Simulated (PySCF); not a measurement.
C2H6AlF, SMILES [CH3][Al]([CH3])[F].

Coordinates come from a PBE0-D3(BJ)/def2-SVP optimisation. The isomer is the one that the SMILES or the coordinates give; other isomers of the formula were not compared.

Calculation: PBE/def2-TZVP (PySCF).

The molecule is in vacuum.

Computed frontier levels, gap, dipole moment and polarisability:
* **highest occupied level**: -6.64 eV
* **lowest empty level**: -1.10 eV
* **orbital gap**: 5.54 eV
* **dipole moment**: 1.89 D
* **quadrupole, principal values (traceless, Buckingham form, about the centre of nuclear charge)**: -5.85, -0.30, 6.16 D·Å
* **mean static polarisability**: 50.8 bohr³ (7.52 Å³)
* **polarisability, principal values**: 43.4, 48.0, 60.9 bohr³
